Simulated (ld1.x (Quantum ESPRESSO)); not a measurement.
sulfur (S), PAW: configuration errors across variants

- Element: sulfur
- Generator: ld1.x (Quantum ESPRESSO) 7.5
- Type: PAW
- Functional: PBE
- Relativity: non-relativistic
- Frozen core: [Ne]
- Valence charge: 6
- Reference configuration: 3s2 3p2.5 (charge +1.5)
- Partial waves: 3s (bound): rcut 1.00, rcutus 1.20 bohr; 3s channel at -1.85 Ry: rcut 1.00, rcutus 1.20 bohr; 3p (bound): rcut 1.25, rcutus 1.65 bohr; 3p channel at -0.55 Ry: rcut 1.25, rcutus 1.65 bohr
- Local potential: all-electron potential smoothed inside 1.35 bohr (lloc = -1)
- Core correction: Bessel-smoothed model core inside 1.15 bohr
- Augmentation charge: PSQ, inside the norm-conserving radii

All-electron excitation energies from the reference (eV): (1) 3s2 3p4 -21.532; (2) 3s2 3p3 -9.750; (3) 3s2 3p2 12.546; (4) 3s1 3p5 -11.349; (5) 3s0 3p6 -1.052; (6) 3s2 3p4.3 -23.245; (7) 3s1 3p4 0.992.

6 further variants failed, have other tests or another functional or relativity, and are left out.

A true bound ghost makes a file unfit for plane-wave use even where its test errors are small: the radial tests pick states by their node count and pass the ghost by.

Errors AE − PS in meV (a dash: test not solved or not reliable):

```tsv
change	(1)	(2)	(3)	(4)	(5)	(6)	(7)	bound ghosts
base	-2.3	-0.5	-1.0	-1.3	-0.4	-2.6	-0.1	s
type ultrasoft; augmentation built from norm-conserving waves at rcut, not smoothed further	+4.5	+0.9	+1.6	+4.8	+2.2	+5.3	+0.4	s
local potential all-electron potential smoothed inside 1.18 bohr (lloc = -1)	-2.2	-0.5	-1.0	-1.3	-0.5	-2.5	-0.1	s
local potential all-electron potential smoothed inside 1.30 bohr (lloc = -1)	-2.3	-0.5	-1.0	-1.3	-0.4	-2.6	-0.1	s
waves 3p (bound): rcut 1.25, rcutus 1.36 bohr; 3p channel at -0.55 Ry: rcut 1.25, rcutus 1.36 bohr	-2.4	-0.6	-1.1	-1.3	-0.8	-2.7	-0.2	s
core correction Bessel-smoothed model core inside 0.78 bohr	-2.3	-0.5	-1.0	-1.3	-0.8	-2.6	-0.2	s
```

(1) Give the same row for: wave 3p channel at -0.55 Ry: rcut 1.25, rcutus 1.65 bohr becomes 3p channel at -1.53 Ry: rcut 1.25, rcutus 1.65 bohr.

Answers

(1) -2.5, -0.6, -1.0, -1.5, -0.7, -2.8, -0.2; bound ghosts: s.
